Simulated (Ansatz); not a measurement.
Geometry optimisation, Ansatz 0.2.0, RKS PBE/def2-SVP.

Input file:

```yaml
crystal:
  periodic: [false, false, false]
  atoms:
    - { symbol: O, position_ang: [-1.3128, -1.3061, 2.0411] }
    - { symbol: Si, position_ang: [-0.1572, -1.1862, 0.8123] }
    - { symbol: B, position_ang: [0.9853, 0.3194, 1.0745] }
    - { symbol: "N", position_ang: [0.932, 1.5237, 0.1368] }
    - { symbol: C, position_ang: [0.4155, 1.0469, -1.2007] }
    - { symbol: Si, position_ang: [-0.9196, -0.2342, -1.011] }
    - { symbol: H, position_ang: [-1.9586, -1.9606, 1.719] }
    - { symbol: H, position_ang: [0.5901, -2.44, 0.6008] }
    - { symbol: H, position_ang: [1.5538, 0.4735, 2.176] }
    - { symbol: H, position_ang: [1.8038, 1.9505, 0.051] }
    - { symbol: H, position_ang: [0.0017, 1.9133, -1.7386] }
    - { symbol: H, position_ang: [1.2861, 0.6217, -1.729] }
    - { symbol: H, position_ang: [-2.2705, 0.4075, -0.765] }
    - { symbol: H, position_ang: [-0.9625, -1.1587, -2.1383] }
basis:
  gaussian: { orbitals: def2-SVP }
hamiltonian:
  xc: pbe
relax:
  f_tol: 0.015
  max_steps: 40
```

Command:

```bash
$ ansatz run input.yaml --threads 2 --pin off --max-ram 3072MiB --backend cpu --events-out ev --progress --plain --runs-dir out
```

Q: Where does it end, and by what steps?

A: The forces met the threshold. After 9 steps the energy has fallen by 1.457 eV; N4 moved furthest, 0.36 Å.

```csv
step,energy less start (eV),largest force component (eV/Å),accepted
0,0.0000,5.636,yes
1,-1.0582,2.053,yes
2,-1.2994,1.606,yes
3,-1.3103,1.221,yes
4,-1.4518,0.279,yes
5,-1.4564,0.038,yes
6,-1.4572,0.020,yes
7,-1.4564,0.045,no
8,-1.4574,0.020,yes
9,-1.4575,0.013,yes
```

```xyz
14
Properties=species:S:1:pos:R:3
O -1.344 -1.414 2.161
Si -0.214 -1.202 0.914
B 0.997 0.393 1.212
N 1.104 1.216 0.083
C 0.472 1.035 -1.234
Si -0.971 -0.261 -1.118
H -1.963 -2.151 2.012
H 0.532 -2.496 0.649
H 1.627 0.699 2.207
H 1.718 2.038 0.128
H 0.097 2.009 -1.616
H 1.218 0.677 -1.980
H -2.277 0.484 -0.991
H -1.008 -1.057 -2.398
```

Whether the end is a true minimum wasn't checked by a vibrational analysis.

Time of the run: 65 s on 2 threads of Arm Neoverse N1, with other jobs on the host, peak memory 0.19 GiB.
